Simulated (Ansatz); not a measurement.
Ansatz (an electronic-structure program) input (PBE0/def2-SVP):

Ansatz 0.2 input:
```yaml
crystal:
  periodic: [false, false, false]
  atoms:
    - {symbol: Si, position_ang: [-1.97797731, -0.16213026, -0.39471330]}
    - {symbol: Si, position_ang: [0.20433139, -0.66023938, 0.31652946]}
    - {symbol: Cl, position_ang: [1.65471127, 0.90133094, -0.07556063]}
    - {symbol: H, position_ang: [-2.35721554, -1.56712208, 0.11288729]}
    - {symbol: H, position_ang: [-2.31764133, 0.53405451, 0.92789629]}
    - {symbol: H, position_ang: [0.82426750, -1.81919698, -0.40917163]}
    - {symbol: H, position_ang: [0.55154046, -0.95718670, 1.74749274]}
basis:
  gaussian:
    orbitals: def2-SVP
hamiltonian:
  xc: {name: PBE0}
total_charge: -1
```

End of the output:

```
integrals: 0.02 GiB planned
699 factors; integrals over basis functions are off by at most 1.0e-3 eV
0.13 GiB of the device are held for the grids
0.38 GiB of device memory are held for the factors and their scratch space
mean field: 0.14 GiB planned
mean field evaluation 1: about -28323.8308 eV, gradient 1.7e1 eV
mean field evaluation 2: about -28323.9549 eV, gradient 1.6e1 eV
mean field evaluation 4: about -28324.9291 eV, gradient 8.9e-1 eV
mean field evaluation 8: about -28324.9523 eV, gradient 2.9e-2 eV
mean field -28324.95227330 eV, -1040.9227967015 hartree, gradient 4.2e-5 eV, S^2 0.000000; 0 other end points of the search recorded, 0 dependent functions left out
reference -28324.95229916 eV, -1040.9227976521 hartree; 25, 25 occupied and 49, 49 virtual orbitals, 699 factors
Total energy: -28324.95229916 eV, -1040.9227976521 hartree
```

It need not be the lowest isomer of its formula. Whether it binds its extra electron was not tested at this geometry.
